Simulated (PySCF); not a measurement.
Bi(Cl)(Me)2 (C2H6BiCl), SMILES [CH3][Bi]([CH3])[Cl].

The structure is a stationary point at B3LYP-D3(BJ)/def2-SVP. The structure was generated by enumeration; whether it is a known compound was not checked. The def2 effective core potentials stand for the cores of Bi; spin–orbit coupling is left out.

Two levels are set side by side: PBE/def2-TZVP (PySCF) and PBE0/def2-TZVP (PySCF). Same geometry, gas phase. Differences are taken from unrounded values.

```
quantity                      PBE0    PBE  PBE minus PBE0
---------------------------  -----  -----  --------------
orbital gap (eV)              5.67   3.85           -1.82
highest occupied level (eV)  -7.19  -6.13            1.06
lowest empty level (eV)      -1.52  -2.28           -0.75
dipole moment (D)             3.75   3.54           -0.21
mean polarisability (bohr³)   85.6   87.3             1.7
```

Without exact exchange PBE keeps part of each electron's self-repulsion, which lifts occupied levels and narrows the gap. Differences between two approximate levels are no errors against the true value.

Rough cost on one machine, each run with all the roots and properties that it gave: PBE0 against PBE within a factor of 2.
